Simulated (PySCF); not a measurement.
## Excitation energy of Ru⁺ by level of theory

Ru⁺ [Kr] 4d7 (4F) → Ru⁺ [Kr] 4d6 5s1 (6D), as a difference of total energies. Computed with PySCF 2.14 in aug-cc-pVTZ-DK, with scalar relativity by spin-free X2C-1e. Correlated levels: valence: [Kr] frozen. The calculations carry no spin-orbit coupling.

```json
{"method": "UHF", "excitation energy (cm⁻¹)": "2909.8", "error (cm⁻¹)": "-5885"}
{"method": "LDA", "excitation energy (cm⁻¹)": "7829.9", "error (cm⁻¹)": "-965"}
{"method": "PBE", "excitation energy (cm⁻¹)": "8025.2", "error (cm⁻¹)": "-770"}
{"method": "PBE0", "excitation energy (cm⁻¹)": "8215.4", "error (cm⁻¹)": "-580"}
{"method": "r2SCAN", "excitation energy (cm⁻¹)": "6838.6", "error (cm⁻¹)": "-1957"}
{"method": "r2SCANh", "excitation energy (cm⁻¹)": "6966.9", "error (cm⁻¹)": "-1828"}
{"method": "wB97X-V", "excitation energy (cm⁻¹)": "12223", "error (cm⁻¹)": "+3428"}
{"method": "BHandHLYP", "excitation energy (cm⁻¹)": "9643.2", "error (cm⁻¹)": "+848"}
{"method": "MP2 (valence)", "excitation energy (cm⁻¹)": "8485.4", "error (cm⁻¹)": "-310"}
{"method": "SCS-MP2 (valence)", "excitation energy (cm⁻¹)": "12453", "error (cm⁻¹)": "+3658"}
```

Reference: 8795.3 cm⁻¹ (measured; NIST levels, between the centres of gravity of the two terms).

Errors of the correlated levels include the incompleteness of this basis and the frozen core.
